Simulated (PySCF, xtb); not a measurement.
In(H)2(NEtMe) (C3H10InN), SMILES CC[N](C)[InH2]. The values are those of a single conformer.

Harmonic wavenumbers (cm⁻¹) from GFN2-xTB (xtb) at its own minimum, in rising order: 66, 131, 148, 170, 207, 250, 262, 355, 364, 398, 499, 575, 815, 898, 1007, 1056, 1073, 1098, 1185, 1191, 1268, 1325, 1388, 1404, 1431, 1452, 1465, 1477, 1492, 1495, 1540, 2846, 2853, 2878, 2899, 2916, 2918, 3028, 3032.

Task: What does PBE-D3(BJ)/def2-SVP run with PySCF 2.14.0 give at its own minimum? (An estimate is asked for; the answer gives what the named calculation found.)

Result: 63, 156, 176, 207, 239, 257, 290, 379, 406, 463, 522, 553, 774, 875, 1005, 1044, 1063, 1091, 1184, 1205, 1288, 1317, 1338, 1385, 1395, 1401, 1413, 1428, 1438, 1745, 1768, 2879, 2882, 2931, 2967, 2990, 3037, 3058, 3061. Paired by order, the mean absolute difference is 43 cm⁻¹ and the zero-point energies are 72.7 and 73.9 kcal/mol.
